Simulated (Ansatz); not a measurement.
Consider the formal exchange of groups at the Si–Ge bond: `[NH2][GeH2][SiH2]O` + `[AlH2][SiH3]` → `O[SiH2][AlH][SiH3]` + `[NH2][GeH3]`.

Calculated with Ansatz (gas phase, PBE0-D4/def2-TZVP geometries, no zero-point term in ΔE). CBS: MP2 limit from def2 TZ/QZ plus the TZ coupled-cluster correction, frozen cores. This one scheme is used for every species. Functionals use def2-TZVPP. For Ge outer-core shells are correlated without core-valence functions, which leaves a few kJ/mol of doubt a bond. Scalar relativity is left out up to krypton. Each species was taken in one conformer, which may not be the lowest.

```json
{"level": "r2SCAN-D4", "ΔE (eV)": "0.20"}
{"level": "PBE0", "ΔE (eV)": "0.16"}
{"level": "MP2/def2-QZVPP", "ΔE (eV)": "0.24"}
{"level": "HF/CBS(def2)", "ΔE (eV)": "0.06"}
```

Question: What does CCSD(T)/CBS give? (Estimate.)

Answer: Ansatz gave: +0.21 eV. The listed levels differ from it by -0.01, -0.05, 0.03, -0.15 eV.

Largest T1 diagnostic among the species: 0.013.

The D4 term adds +0.05 eV with B3LYP and +0.02 eV with PBE0; it sums over pairs of atoms, weighted by their polarisabilities, and B3LYP, whose exchange is more repulsive, gets the larger term. In def2-TZVPP, CCSD(T) changes the Hartree–Fock value by +0.12 eV (the triples alone add +0.02 eV) and MP2 by +0.17 eV.

B3LYP here is the variant with VWN-RPA as its local correlation; programs differ in this.
